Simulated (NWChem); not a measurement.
System: CH3ClSe; SMILES C[Se]Cl

All runs: NWChem. Pople sets run with spherical d functions. Medium grid unless said otherwise, to which SCAN and Minnesota functionals are sensitive. All runs use the structure optimised with PBE0/def2-SVP. Total energies of different functionals are on different scales.

```tsv
level	energy (Ha)	highest occupied level (eV)	orbital gap (eV)	dipole (D)
B3LYP/6-31G*	-2901.3938	-6.26	4.01	2.53
PBE/6-31G*	-2900.7384	-5.28	2.32	2.48
KT2/6-31G*	-2914.7739	-5.35	2.29	2.47
MN15/6-31G*	-2901.4779	-7.22	5.83	2.60
N12/6-31G*	-2902.6574	-5.08	2.29	2.51
MPW1K/6-31G*	-2901.5167	-7.47	6.04	2.66
LC-BLYP (range parameter 0.33 per bohr)/6-31G*	-2900.6542	-8.77	8.80	2.61
```
